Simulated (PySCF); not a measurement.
Input of a run (BHandHLYP/def2-SVP geometry optimisation, gas phase (PySCF 2.14.0)), started from GFN2-xTB:
```
{"job": {"xc": "BHandHLYP", "basis": "def2-SVP", "grid": 1, "kind": "geom"}, "charge": 0, "multiplicity": 1}
F     -2.679299    -0.159708    -0.002835
C     -1.324451    -0.082235    -0.002854
C     -0.742851     1.146723    -0.002425
N      0.607710     1.249501    -0.002134
B      1.478925     0.134887    -0.001448
C      0.784972    -1.214581    -0.002169
C     -0.576744    -1.275700    -0.002777
H     -1.341653     2.046418    -0.001856
H      0.963089     2.195651    -0.002167
H      2.633636     0.320320    -0.000213
H      1.322438    -2.153637    -0.002132
H     -1.124573    -2.208324    -0.003017
```

Output (energies in Eh, forces in Eh/bohr):
```
step   0  E = -334.48216695  max force = 0.019437
step   1  E = -334.48234781  max force = 0.006090
step   2  E = -334.48307725  max force = 0.002583
step   3  E = -334.48311738  max force = 0.005033
step   4  E = -334.48331614  max force = 0.001055
step   5  E = -334.48329901  max force = 0.001775
step   6  E = -334.48332326  max force = 0.000556
step   7  E = -334.48332557  max force = 0.000587
step   8  E = -334.48332554  max force = 0.000423
optimisation converged
```

Problem. Summarise the run.

Solution. The energy falls by 0.73 kcal/mol over 9 energy and gradient evaluations, the largest force component goes from 0.0194 to 4.2e-04 Eh/bohr, and the atoms move by 0.013 Å rms after alignment. The bond that changes most is B5–H10 (ring boron to B–H hydrogen), which lengthens by 0.028 Å. Bonds longer at the end by more than 0.005 Å: 5 of 12; shorter: 3. The energy rose by more than 1e-6 Eh at step 5. The first step brought 16 % of the lowering.

Problem. What are the final bond lengths?

Solution. F1–C2 1.333 Å, C2=C3 1.353 Å, C3–N4 1.360 Å, N4–B5 1.422 Å, B5–C6 1.518 Å, C6=C7 1.364 Å, C2–C7 1.415 Å, C3–H8 1.083 Å, N4–H9 1.005 Å, B5–H10 1.197 Å, C6–H11 1.086 Å, C7–H12 1.087 Å. Numbering counts from 1 in the input's order; the species is `FC1=CNBC=C1`.

The run used 123 basis functions and 59 SCF cycles in all. On Arm Neoverse V1, one thread, shared host with 64 logical CPUs at a one-minute load of 13, this took 33 s of wall time and 0.54 GiB of memory at its peak.

No BHandHLYP/def2-SVP frequencies stand behind this structure, so it isn't proved a minimum.
